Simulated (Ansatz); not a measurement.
Geometry optimisation, Ansatz, RHF/def2-SVP.

Input file:

```yaml
crystal:
  periodic: [false, false, false]
  atoms:
    - { symbol: Hf, position_ang: [0.0, 0.0, 0.0] }
    - { symbol: O, position_ang: [0.0, 0.0, 2.42] }
    - { symbol: Si, position_ang: [-1.3147, -0.4067, 3.3836] }
    - { symbol: H, position_ang: [-2.239, -1.2403, 2.6204] }
    - { symbol: H, position_ang: [-0.8506, -1.1432, 4.5557] }
    - { symbol: H, position_ang: [-1.9987, 0.8095, 3.8133] }
    - { symbol: Cl, position_ang: [2.3764, 0.0, -0.8392] }
    - { symbol: Cl, position_ang: [-1.1869, 2.0563, -0.8392] }
    - { symbol: Cl, position_ang: [-1.1869, -2.0563, -0.8392] }
    - { symbol: F, position_ang: [1.19, -1.8071, 0.7189] }
    - { symbol: H, position_ang: [0.77, -1.1692, 1.8915] }
basis:
  gaussian: { orbitals: def2-SVP }
hamiltonian:
  xc: hf
relax:
  f_tol: 0.15
  max_steps: 25
  restrain:
    - { distance: [0, 9], at: 3.18, k: 30.0 }
    - { distance: [10, 1], at: 2.21, k: 30.0 }
    - { distance: [0, 1], at: 2.07, k: 30.0 }
    - { distance: [10, 9], at: 0.92, k: 30.0 }
output:
  orbitals: {}
```

Launched with:

```bash
$ ansatz run input.yaml --threads 4 --pin off --max-ram 5120MiB --backend cpu --events-out ev --progress --plain --runs-dir out
```

Task: Where does it end, and by what steps?

Result: It converged. The restraints hold the end off the free minimum; the threshold counts their pulls, which the force column leaves out. Restrained pairs: Hf1–F10 (2.28 → 3.17 Å), O2–H11 (1.50 → 2.21 Å), Hf1–O2 (2.42 → 2.02 Å), F10–H11 (1.40 → 0.91 Å). After 13 steps the energy has fallen by 3.912 eV (the restraints' own energy left out); O2 moved furthest, 0.87 Å.

```
step  energy less start (eV)  largest force component (eV/Å)  accepted
   0                  0.0000                           4.638       yes
   1                 -0.6890                           5.266       yes
   2                 -1.8109                           3.910       yes
   3                 -2.6450                           3.061       yes
   4                 -3.4410                           1.916       yes
   5                 -3.6940                           2.114       yes
   6                 -3.7979                           1.794       yes
   7                 -3.7104                           2.834        no
   8                 -3.8278                           1.761       yes
   9                 -3.8456                           1.693       yes
  10                 -3.8708                           1.677       yes
  11                 -3.8837                           1.624       yes
  12                 -3.9072                           1.731       yes
  13                 -3.9116                           1.693       yes
```

```xyz
11
Properties=species:S:1:pos:R:3
Hf -0.136 -0.001 -0.112
O -0.513 -0.384 1.831
Si -1.330 -0.277 3.272
H -2.684 -0.847 3.120
H -0.575 -1.055 4.280
H -1.425 1.134 3.697
Cl 2.082 0.732 -0.485
Cl -1.543 1.821 -0.632
Cl -0.802 -1.799 -1.493
F 1.496 -2.291 1.357
H 0.990 -1.990 2.051
```

Time of the run: 37 s on 4 threads of Arm Neoverse V2 (shared host), peak memory 0.49 GiB.
